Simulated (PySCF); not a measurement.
Compound: cis-Ti(H2O)2Cl4 (singlet state).
Bonds: Ti1–O2, Ti1–Cl5, Ti1–O6, Ti1–Cl9, Ti1–Cl10, Ti1–Cl11. Hydrogens: H3, H4 on O2; H7, H8 on O6.

Method used: PBE0-D3(BJ)/def2-SVP geometry optimisation, gas phase in PySCF 2.14.0.

(1) What internal coordinates does the optimisation give?

Answers

(1) 
```json
{"bond": "Ti1–O2, Ti1–O6", "length (bohr)": "4.169"}
{"bond": "Ti1–Cl5, Ti1–Cl9", "length (bohr)": "4.147"}
{"bond": "Ti1–Cl10, Ti1–Cl11", "length (bohr)": "4.285"}
{"bond": "O2–H3 and 3 like bonds", "length (bohr)": "1.827"}
```

Bonds in one row agree within 0.02 bohr and their mean is given. A selection of angles:
```json
{"angle": "O2–Ti1–Cl5", "degrees": "170.1"}
{"angle": "O2–Ti1–O6", "degrees": "81.1"}
{"angle": "O2–Ti1–Cl9", "degrees": "89.1"}
{"angle": "O2–Ti1–Cl10", "degrees": "80.0"}
{"angle": "Cl5–Ti1–Cl9", "degrees": "100.8"}
{"angle": "Cl5–Ti1–Cl10", "degrees": "98.4"}
{"angle": "Cl10–Ti1–Cl11", "degrees": "153.7"}
{"angle": "Ti1–O2–H3", "degrees": "111.0"}
{"angle": "H3–O2–H4", "degrees": "108.5"}
{"angle": "H7–O6–H8", "degrees": "108.4"}
```

The 4 Cl–Ti bonds span 2.195 Å (Ti1–Cl9) to 2.268 Å (Ti1–Cl10), a spread of 0.073 Å. Ti1 (titanium bonded to 4 Cl and 2 O) has the three widest angles are 170.2°, 170.1° and 153.7°, the others run from 79.9° to 100.8°. O2 (oxygen bonded to Ti and 2 H) is pyramidal (angles 111.0°, 110.9° and 108.5°, sum 330.4°, 0.38 Å off the plane of its three neighbours).

No frequency check.

Time: 6.5 min wall; peak memory 0.67 GiB. Hardware: Intel Xeon at 2.50 GHz, one thread, no GPU, on a shared host. This is the geometry optimisation.
